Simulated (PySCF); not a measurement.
## InTe from Hartree–Fock to correlated methods

State: ²Π (doublet), unpaired electrons π ↑. Set-up: PySCF, scalar-relativistic core potentials, basis sets In def2-SVP with ECP28, Te def2-SVP with ECP28. De refers to In + Te in their high-spin ground configurations, without counterpoise correction. The functionals are run spin-unrestricted. A positive dipole means In(−)Te(+).

| Level | Re (Å) | ωe (cm⁻¹) | De (eV) | μ (D) | CPU s a point (SCF and correlation, without the integrals) |
| --- | --- | --- | --- | --- | --- |
| UHF | 2.892 | 158 | 1.54 | -3.21 | 0.24 |
| UHF-MP2 | 2.858 | 167 | 2.33 | n/a | 0.41 |
| UHF-SCS-MP2 | 2.871 | 164 | 2.25 | n/a | n/a |
| UHF-CCSD | 2.870 | 164 | 2.21 | n/a | n/a |
| UHF-CCSD(T) | 2.871 | 164 | 2.29 | n/a | 12 |
| PBE | 2.884 | 156 | 2.77 | -2.48 | 0.82 |
| BP86 | 2.886 | 155 | 2.76 | -2.52 | 0.95 |
| r²SCAN | 2.858 | 162 | 2.67 | -2.53 | 1.1 |
| r²SCANh | 2.852 | 164 | 2.62 | -2.59 | 1.1 |
| PBE0 | 2.858 | 162 | 2.64 | -2.69 | 1.5 |
| MN15 | 2.844 | 164 | 2.56 | -2.41 | 1.2 |
| ωB97X | 2.840 | 167 | 2.76 | -2.75 | 1.3 |

Task: Which functional lies closest to UHF-CCSD(T) in De, which farthest, and by how much do they differ from it?

Result: Closest is MN15 (-2.7 pm in Re, +0.0 % in ωe, +0.27 eV in De against UHF-CCSD(T) in the same basis), farthest PBE (+1.3 pm in Re, -4.9 % in ωe, +0.48 eV in De). CCSD(T) converges more slowly with the basis than the functionals do and binds too weakly in this one, so the order can change at the basis-set limit.

Task: What does the step from GGA to meta-GGA do here, going from PBE to r²SCAN?

Result: r²SCAN less PBE: -2.6 pm in Re, +3.8 % in ωe, -0.10 eV in De. 

Task: What does second-order correlation do here, going from UHF to UHF-MP2?

Result: UHF-MP2 less UHF: -3.4 pm in Re, +5.7 % in ωe, +0.79 eV in De. Correlation nearly always deepens the well. The bond shortens, as in weak, metallic or heavy-atom bonds, where dispersion and the correlation of outer-core electrons pull the atoms together.

Correlated steps freeze 8 core orbitals. Correlated levels converge slowly with the basis: in double zeta they bind strong bonds too weakly, by up to about 1 eV, and carry superposition errors of some tenths. These are scalar-relativistic numbers at best; spin–orbit coupling would shift them, the dissociation energy most. The state was picked by a PBE0 search and need not be the measured ground state.

The whole job (state search and all levels along the bond) took about 4 min on 1 thread of Oxide Virtual Turin-like (shared host), peak memory 0.63 GiB.
